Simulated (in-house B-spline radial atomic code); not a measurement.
**Solving the quasi-particle equation for 5s of In⁺**

Configuration [Kr] 4d10 5s2, start LDA VWN5; correlation leaves out the 7 deepest shells. Computed with a B-spline radial code for spherical atoms: all electrons, scalar-relativistic (spin-free one-electron X2C), finite nucleus, each spin shell either full or empty, empty states to l = 9 with an (l + 1/2)⁻⁴ tail; G0W0 by contour deformation at full frequency.

At the mean-field level ε = -15.292 eV the matrix elements are Σx = -14.148 eV, v_xc = -12.113 eV and Σc(ε) = -2.256 eV, and the slope of the correlation self-energy is dΣc/dω = -0.0855. The quasi-particle energy solves E = ε + Σx − v_xc + Σc(E).

What does the linearised equation give?

Z = 1/(1 − dΣc/dω) = 1/1.0855 = 0.9212. The first-order shift is Σx − v_xc + Σc(ε) = -14.148 − (-12.113) + (-2.256) = -4.291 eV, so E ≈ ε + Z × shift = -15.292 + 0.9212 × (-4.291) = -19.245 eV.

How does that compare with the full solution and with static screening?

Solving the equation at full frequency dependence gives E = -19.249 eV, where Σc = -1.922 eV and the weight is 0.919; the linearised value is off by 4 meV. Leaving Z out would give -19.583 eV. Static COHSEX puts -3.971 eV in place of Σc and gives -21.298 eV, 2.05 eV deeper. The tabulated removal energy is 18.870 eV (NIST, measured); the run leaves out spin-orbit coupling, Breit and QED terms.
